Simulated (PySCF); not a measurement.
BH7Si2, SMILES [SiH3]B[SiH3]. Heavy atoms are numbered as in [BH:1]([SiH3:3])[SiH3:7]. Hydrogens are named by the atom that carries them.

Geometry optimised at PBE-D3(BJ)/def2-SVP.

Method: CAM-B3LYP/def2-TZVPD in PySCF.

Mulliken values depend strongly on the basis, most of all with diffuse functions as here. ESP charges are fitted to the potential on shells at 1.4 to 2.0 van der Waals radii. Atomic charges (e), one atom of each kind:

```csv
atom,meta-Löwdin,Mulliken,ESP fit
B1 (BH),…,0.32,0.30
H on B1,…,-0.01,-0.12
Si3 (SiH3),…,0.10,0.05
H on Si3,…,-0.08,-0.05
```

### Question
Fill in the missing entries. (An estimate is asked for; the answer gives what the named calculation found.)

### Answer

- B1 (BH), meta-Löwdin: -0.26
- H on B1, meta-Löwdin: 0.04
- Si3 (SiH3), meta-Löwdin: 0.36
- H on Si3, meta-Löwdin: -0.08
